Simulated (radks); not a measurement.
Question: Mo II, configuration [Kr] 4d4.75 4f0.25 (fractional occupations, a model configuration). All-electron calculation, scalar-relativistic Kohn-Sham, PBE, spin-polarised, spherical densities, finite nucleus; open shells are filled with parallel spins first (spin-orbit coupling, left out, can overturn this in heavy ions); Fermi nuclear charge, rms radius 4.4091 fm. Program: a radial shooting solver on a logarithmic mesh with Libxc functionals. Some entries of the table are withheld. Estimate them.

| orbital | occ. | eigenvalue (eV) | r(max) (bohr) |
|---|---|---|---|
| 1s down | 1 | -19830.31 | 0.02287 |
| 1s up | 1 | -19830.29 | 0.02287 |
| 2s up | 1 | -2808.003 | 0.1296 |
| 2s down | 1 | -2807.518 | 0.1296 |
| 2p up | 3 | -2511.155 | 0.1036 |
| 2p down | 3 | -2510.798 | 0.1036 |
| 3s up | 1 | -484.8844 | 0.3836 |
| 3s down | 1 | -484.6368 | 0.3837 |
| 3p up | 3 | -387.6246 | 0.3771 |
| 3p down | 3 | -387.3447 | 0.3772 |
| 3d up | 5 | -229.4329 | 0.3225 |
| 3d down | 5 | -228.9890 | 0.3227 |
| 4s up | 1 | (1) | 0.9921 |
| 4s down | 1 | (2) | 0.9862 |
| 4p up | 3 | -48.2069 | 1.076 |
| 4p down | 3 | -45.1810 | 1.067 |
| 4d up | 4.75 | -13.2248 | (3) |
| 4f up | 0.25 | -1.8058 | 10.50 |

Answer: 
(1) 4s up eigenvalue (eV): -73.9196
(2) 4s down eigenvalue (eV): -71.2117
(3) 4d up r(max) (bohr): 1.380
